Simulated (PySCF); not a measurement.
# One molecule, several mistakes: BCGeH5Si

These are calculations, not measurements. They come from PySCF 2.14.0, an open-source quantum chemistry program, on an isolated molecule that a program drew, which may never have been made. The molecule is BCGeH5Si (charge 0, singlet), drawn as the SMILES string `C=[SiH][BH][GeH]`.

Each row is a Hartree-Fock (HF) and frozen-core CCSD(T) single point in the cc-pV(D+d)Z basis, meant for a local HF minimum. Run 1 is clean. Each other run has one planted mistake out of seven kinds, and not every kind appears here: one electron removed, one electron added, multiplicity raised by two, geometry at a saddle point, minimal basis STO-3G, one bond length entered in bohr, all coordinates scaled. The reference is restricted for singlets and unrestricted otherwise, and also for a bond in bohr. Adding or removing an electron swaps singlet and doublet. Electrons count all cores. HOMO and LUMO are orbital energies over both spins, the gradient is its largest component, and the lowest frequency (negative if imaginary) is given only where the gradient is small. Bond lengths are over the 8 bonds as drawn. T1 is the CCSD diagnostic: over 0.02 (restricted) or 0.045 (unrestricted) a single reference is doubtful. Germanium has the cc-pVDZ-PP basis, with a core potential (ECP10MDF) in place of its 10 inner electrons, and its 3s, 3p and 3d shells are frozen in CCSD(T).

Geometry of the clean run:
```xyz
9
BCGeH5Si, angstrom
C    -1.8505    0.4757   -1.0189
Si   -1.5638   -0.8871   -0.0332
B     0.3122   -1.4837    0.3821
Ge    1.9081   -0.9392   -0.8375
H    -1.0399    1.0646   -1.4370
H    -2.8429    0.8518   -1.2445
H    -2.7233   -1.6300    0.5017
H     0.5171   -2.1596    1.3555
H     1.7335   -2.3116   -1.6159
```

| run | electrons | basis functions | <S^2> | HOMO (eV) | LUMO (eV) | gradient (hartree/bohr) | lowest frequency (cm^-1) | mean bond (Å) | longest bond (Å) | T1 | HF (hartree) | CCSD(T) (hartree) | mistake |
|---|---|---|---|---|---|---|---|---|---|---|---|---|---|
| 1 | 62 | 99 | 0.000 | -8.31 | 0.38 | 9.8e-06 | 52 | 1.5296 | 2.081 | 0.0200 | -647.66100 | -648.13057 | no fault |
| 2 | 62 | 99 | 1.415 | -7.98 | 0.45 | 3.4e-02 | - | 1.6504 | 2.081 | 0.0817 | -647.54115 | -647.99184 | one bond length entered in bohr |
| 3 | 63 | 99 | 1.119 | -1.13 | 5.31 | 2.2e-02 | - | 1.5296 | 2.081 | 0.0631 | -647.67796 | -648.15690 | one electron added |
| 4 | 61 | 99 | 0.928 | -12.98 | -6.32 | 5.1e-02 | - | 1.5296 | 2.081 | 0.0675 | -647.40491 | -647.83014 | ? |
| 5 | 62 | 99 | 0.000 | -7.91 | 0.11 | 5.1e-02 | - | 1.6658 | 2.266 | 0.0205 | -647.60931 | -648.09406 | ? |

**Which mistake was planted in run 4, and what did it cost?**

It counts 61 electrons, one fewer than the clean run, at the same geometry and basis. So the mistake is: one electron removed. Subtracting run 1 and multiplying by 627.51 kcal/mol a hartree, the energy moved by 160.7 kcal/mol in HF and 188.5 kcal/mol in CCSD(T).

**Which mistake was planted in run 5, and what did it cost?**

The mean and the longest bond both change by the same factor, 1.089, and the gradient is no longer small. So the mistake is: all coordinates scaled. Subtracting run 1 and multiplying by 627.51 kcal/mol a hartree, the energy moved by 32.4 kcal/mol in HF and 22.9 kcal/mol in CCSD(T).

Cautions from the logs. Run 1: T1 is over the limit, so its CCSD(T) energy is less reliable; run 2: T1 is over the limit, so its CCSD(T) energy is less reliable; run 3: T1 is over the limit, so its CCSD(T) energy is less reliable; run 4: T1 is over the limit, so its CCSD(T) energy is less reliable; run 5: T1 is over the limit, so its CCSD(T) energy is less reliable.
